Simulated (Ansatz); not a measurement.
Reaction (atomization): `B[N]1[CH2][AlH]1` → Al• + B• + C• + 5 H• + N•

Isolated molecules relaxed with PBE0-D4/def2-TZVP in Ansatz; ΔE leaves out vibrations. CCSD(T)/CBS adds triple-zeta CCSD(T) − MP2 to the extrapolated MP2 energy (def2 sets, frozen cores). This one scheme is used for every species, atoms too. Functionals use def2-TZVPP. B3LYP here is the variant with VWN-RPA as its local correlation; programs differ in this. HSE06 is defined as in plane-wave codes. Open shells (•) are unrestricted, without spin–orbit coupling. Spin–orbit coupling would lower the free atoms: a little for Al, B, C.

`B[N]1[CH2][AlH]1`:

```xyz
9

B     1.074    0.317    1.129
N     0.224    0.242    0.033
C    -0.836   -0.818   -0.247
Al   -0.593    0.604   -1.487
H     1.025   -0.515    1.997
H     1.857    1.228    1.194
H    -0.429   -1.817   -0.403
H    -1.645   -0.836    0.484
H    -0.677    1.596   -2.700
```

```csv
level,ΔE (kJ/mol)
PBE-D4,3170.9
BLYP-D4,3119.4
B97M-V,3137.2
ωB97X-V,3123.1
B3LYP,3098.3
HSE06,3105.8
CCSD/def2-TZVPP,2963.3
SCS-MP2/def2-QZVPP,3119.8
```

(1) What does CCSD(T)/CBS give? (Best estimate.)

(2) What do rigid-rotor, harmonic-oscillator terms from PBE0-D4/def2-TZVP frequencies (298.15 K, 1 bar) make of the CCSD(T)/CBS value? (Estimate.)

Largest T1 diagnostic among the species: 0.018.

Results:

(1) Computed: +3095.4 kJ/mol. The listed levels differ from it by 75.5, 24.0, 41.8, 27.7, 2.9, 10.4, -132.1, 24.4 kJ/mol.

(2) The calculation gave: ΔZPE = -156.2 kJ/mol, ΔH = +2978.2 kJ/mol, ΔS = 900 J/(mol·K), ΔG = +2709.7 kJ/mol. Open shells count their whole term as degenerate.

In def2-TZVPP, CCSD(T) changes the Hartree–Fock value by +766.1 kJ/mol (the triples alone add +48.4 kJ/mol) and MP2 by +820.6 kJ/mol; breaking electron pairs costs correlation energy, which Hartree–Fock lacks. The D4 term adds +25.0 kJ/mol with B3LYP and +12.9 kJ/mol with PBE0; it sums over pairs of atoms, weighted by their polarisabilities, and B3LYP, whose exchange is more repulsive, gets the larger term. Leaving LDA and LC-ωPBE aside and taking each functional with its dispersion term where it has one, the values, not all of them listed here, spread over 135.5 kJ/mol, from BHLYP-D4 to PBE-D4. LDA lies +388.9 kJ/mol from PBE without D4, its usual overbinding.

For atomizations the MP2-based limit and the directly extrapolated one differ by several kJ/mol either way, and by 10 to 25 for some Ge, Se and Sn compounds, so smaller differences from it don't rank the levels.
